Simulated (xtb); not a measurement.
Sn(F)2(OH)(NH2) (F2H3NOSn), SMILES [NH2][Sn]([OH])([F])[F]. All values are semi-empirical tight-binding results from xtb (GFN2-xTB unless named), good for trends rather than for accurate numbers. The structure is a stationary point at GFN2-xTB. The structure was generated by enumeration; whether it is a known compound was not checked. Other conformers were not sampled.

Optimised geometry:

```xyz
8

N      1.9645     0.2027    -0.3949
Sn     0.0304     0.0271    -0.0208
O     -1.0487     1.5275    -0.4380
F     -0.3589    -0.4415     1.8110
F     -0.7167    -1.4517    -0.9602
H      2.2881     1.1370    -0.1596
H      2.5003    -0.4615     0.1585
H     -1.9924     1.3707    -0.3478
```
Charge 0, spin multiplicity 1.

For metal compounds this method's bond lengths and energies can be far off.

Estimate the properties. (The exact figures need the calculation; the answer reports its results.)


```yaml
orbital_gap: 4.10 eV
zero_point_energy: 24.0 kcal/mol
G − E(el) at 298.15 K (modified RRHO): 2.1 kcal/mol
```

Give the atomic charges and the Wiberg bond orders between heavy atoms. (The exact figures need the calculation; the answer reports its results.)

charges (e) N1 -0.33, Sn2 0.57, O3 -0.44, F4 -0.29, F5 -0.27, H6 0.21, H7 0.21, H8 0.34. Bond orders N1–Sn2 0.82, Sn2–O3 0.87, Sn2–F4 0.79, Sn2–F5 0.81.
